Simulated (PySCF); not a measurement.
# A single-point calculation

[Bi2]+ (doublet). PySCF 2.14.0, UKS BP86, Bi def2-TZVP with ECP60; non-relativistic Hamiltonian with scalar-relativistic core potentials where named; density fitting; no spin-orbit coupling. Purpose: basis and core treatment small-core/TZVP.

```python
mol = gto.M(atom='''
Bi     0.00000     0.00000     1.39074
Bi     0.00000    -0.00000    -1.39074''',
    basis={'Bi': 'def2-TZVP'},
    ecp={'Bi': 'def2-TZVP'},
    charge=1, spin=1)
mf = dft.UKS(mol, xc='B88,P86')
mf.grids.atom_grid = (75, 302)
mf = mf.density_fit()  # fitting sets: Bi def2-universal-JKFIT
mf.conv_tol = 1e-08; mf.max_cycle = 55
mf.kernel(dm0)  # dm0: free metal ions and neutral atoms
mf.nuc_grad_method().kernel()
```

Run from Python with OMP_NUM_THREADS=2; the lines above give its settings. Where DIIS fails, smearing, a level shift and second-order steps follow.
It took 4.8 s on 2 threads of Arm Neoverse V2, on a shared host.

Task: Where do the frontier levels lie, over both spins?

Result: HOMO -10.69 eV, LUMO -10.61 eV. 

Task: What are the Mulliken charges and spins?

Result: 
```json
{"atom": "Bi1", "charge (e)": "0.500", "spin (e)": "0.500"}
{"atom": "Bi2", "charge (e)": "0.500", "spin (e)": "0.500"}
```

Task: What forces act on the atoms (eV/Å)?

Result: 
```
Bi   0.00  0.00 -0.23
Bi   0.00  0.00  0.23
```
Forces carry noise of the integration grid, about 0.01 to 0.03 eV/Å.

The geometry was relaxed with BP86 (Bi def2-SVP with ECP60).

Open shells may have lower solutions than the one found.
